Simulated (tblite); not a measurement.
Input of a run (GFN2-xTB geometry optimisation, gas phase (tblite 0.8.0)), started from a force field or distance geometry:
```
{"job": {"kind": "relax", "xc": "GFN2-xTB", "basis": "xTB"}, "charge": 0, "multiplicity": 1}
C      1.954700     1.673700    -0.565900
C      1.785800     0.655600     0.031100
Si     1.545700    -0.946700     0.993400
S     -0.416400    -0.843900     1.886300
C     -1.403800    -0.111400     0.695700
C     -2.045200     0.990300     0.942200
O     -2.626100     1.993600     1.142300
C     -1.626900    -0.757000    -0.615500
O     -1.084800    -1.805300    -0.971500
H      2.087300     2.586400    -1.096000
H      1.635100    -2.127900     0.103600
H      2.535100    -1.070000     2.078800
H     -2.344900    -0.237100    -1.278000
```

Output (eV, eV/Å):
```
step      E/eV     max force
  0    -700.22070    2.841
  1    -700.12608    7.336
  2    -700.39419    1.387
  3    -700.38462    1.661
  4    -700.41463    0.754
  5    -700.41210    1.202
  6    -700.42336    0.199
  7    -700.42652    0.176
  8    -700.43868    0.408
  9    -700.44586    0.389
 10    -700.45620    0.239
 11    -700.46188    0.173
 12    -700.46546    0.188
 13    -700.46857    0.204
 14    -700.47244    0.172
 15    -700.47679    0.190
 16    -700.48136    0.202
 17    -700.48589    0.248
 18    -700.49041    0.218
 19    -700.49398    0.119
 20    -700.49584    0.087
 21    -700.49678    0.085
 22    -700.49767    0.083
 23    -700.49875    0.080
 24    -700.49978    0.079
 25    -700.50044    0.056
 26    -700.50081    0.051
 27    -700.50108    0.048
 28    -700.50136    0.050
 29    -700.50162    0.044
 30    -700.50187    0.045
 31    -700.50217    0.049
 32    -700.50255    0.072
 33    -700.50302    0.073
 34    -700.50359    0.077
 35    -700.50421    0.083
 36    -700.50492    0.068
 37    -700.50576    0.101
 38    -700.50696    0.115
 39    -700.50876    0.174
 40    -700.51134    0.220
 41    -700.51454    0.188
 42    -700.51809    0.171
 43    -700.52093    0.172
 44    -700.52226    0.397
 45    -700.52559    0.194
 46    -700.52847    0.112
 47    -700.53251    0.104
 48    -700.53470    0.124
 49    -700.53764    0.140
 50    -700.54087    0.149
 51    -700.54404    0.113
 52    -700.54593    0.098
 53    -700.54684    0.079
 54    -700.54756    0.069
 55    -700.54852    0.069
 56    -700.55003    0.119
 57    -700.55251    0.200
 58    -700.55591    0.273
 59    -700.55918    0.258
 60    -700.56126    0.164
 61    -700.56239    0.084
 62    -700.56341    0.093
 63    -700.56469    0.112
 64    -700.56594    0.136
 65    -700.56691    0.102
 66    -700.56764    0.062
 67    -700.56836    0.116
 68    -700.56912    0.117
 69    -700.56979    0.108
 70    -700.57030    0.061
 71    -700.57064    0.062
 72    -700.57100    0.076
 73    -700.57148    0.092
 74    -700.57193    0.069
 75    -700.57226    0.057
 76    -700.57250    0.064
 77    -700.57281    0.068
 78    -700.57339    0.150
 79    -700.57440    0.176
 80    -700.57561    0.184
 81    -700.57665    0.121
 82    -700.57750    0.068
 83    -700.57825    0.086
 84    -700.57905    0.096
 85    -700.57995    0.123
 86    -700.58098    0.092
 87    -700.58220    0.163
 88    -700.58330    0.203
 89    -700.58500    0.207
 90    -700.58672    0.136
 91    -700.58895    0.179
 92    -700.59018    0.171
 93    -700.59179    0.153
 94    -700.59283    0.152
 95    -700.59350    0.075
 96    -700.59394    0.078
 97    -700.59449    0.048
 98    -700.59475    0.072
 99    -700.59500    0.079
100    -700.59519    0.064
101    -700.59553    0.050
102    -700.59609    0.063
103    -700.59669    0.152
104    -700.59751    0.131
105    -700.59856    0.204
106    -700.59952    0.111
107    -700.60042    0.192
108    -700.60109    0.176
109    -700.60216    0.100
110    -700.60269    0.138
111    -700.60299    0.096
112    -700.60343    0.099
113    -700.60374    0.112
114    -700.60407    0.030
115    -700.60422    0.041
116    -700.60438    0.056
117    -700.60460    0.062
118    -700.60496    0.100
119    -700.60531    0.055
120    -700.60553    0.100
121    -700.60562    0.034
122    -700.60566    0.041
123    -700.60570    0.026
124    -700.60577    0.023
125    -700.60590    0.034
126    -700.60601    0.034
127    -700.60611    0.024
128    -700.60616    0.014
129    -700.60619    0.012
130    -700.60620    0.012
131    -700.60621    0.012
132    -700.60622    0.013
133    -700.60623    0.013
134    -700.60623    0.009
```

**Question.** Summarise the run.

**Answer.** The energy falls by 37.2 kJ/mol over 134 L-BFGS steps, the largest force on an atom goes from 2.84 to 0.009 eV/Å, and the atoms move by 0.683 Å rms after alignment. The bond that changes most is S4–C5 (ends: sulfur bonded to C and Si; outer carbon of cumulated double bonds), which lengthens by 0.082 Å. Bonds longer at the end by more than 0.005 Å: 4 of 12; shorter: 7. Among the angles that change most is S4–Si3–H12, from 108.0° to 93.7°. Among the dihedrals that turn most is Si3–S4–C5–C8, from 62° to 10°. The energy rose by more than 1e-5 eV at steps 1, 3 and 5.

**Question.** What are the final bond lengths?

**Answer.** C1≡C2 1.202 Å, C2–Si3 1.847 Å, Si3–S4 2.211 Å, S4–C5 1.794 Å, C5=C6 1.313 Å, C6=O7 1.153 Å, C5–C8 1.429 Å, C8=O9 1.214 Å, C1–H10 1.052 Å, Si3–H11 1.452 Å, Si3–H12 1.472 Å, C8–H13 1.099 Å. Numbering counts from 1 in the input's order; the species is `C#C[SiH2]SC(=C=O)C=O`.

On an Arm Neoverse N1 with one thread, shared host with 64 logical CPUs at a one-minute load of 61, this took 1.9 s of wall time.

Its GFN2-xTB frequencies are all real (lowest 22 cm⁻¹). One conformer, not necessarily the lowest.

These are computed values.
